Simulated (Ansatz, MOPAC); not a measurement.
Molecule: GeHCl₂, net charge 0, doublet state. SMILES: [Cl][GeH][Cl]

Atoms: Ge1, Cl2, Cl3, H4. Bonds: Ge1-Cl2, Ge1-Cl3, Ge1-H4.

Bond lengths (Å) and angles (degrees) optimised at PM6 with MOPAC; HF/3-21G with Ansatz (an electronic-structure program); PBE/6-31G* with LANL2DZ past Ar with Ansatz, each started from the B3LYP-D3(BJ)/def2-TZVP structure (Ansatz) of the last column. A row stands for all coordinates that are equal there. 6-31G* holds six Cartesian d functions. No wavenumbers were computed at PBE/6-31G* with LANL2DZ past Ar, so these may be saddle points.

| coordinate | PM6 | HF/3-21G | PBE/6-31G* with LANL2DZ past Ar | B3LYP-D3(BJ)/def2-TZVP |
|---|---|---|---|---|
| Ge1-Cl2 | 2.116 | 2.233 | 2.219 | 2.175 |
| Ge1-H4 | 1.490 | 1.537 | 1.584 | 1.563 |
| Cl2-Ge1-Cl3 | 109.9 | 109.5 | 108.8 | 108.0 |
| Cl2-Ge1-H4 | 115.3 | 107.6 | 105.9 | 106.9 |

Mean signed difference of all 3 bond lengths from B3LYP-D3(BJ)/def2-TZVP: PM6 -0.064 Å, HF/3-21G 0.030 Å, PBE/6-31G* with LANL2DZ past Ar 0.036 Å.
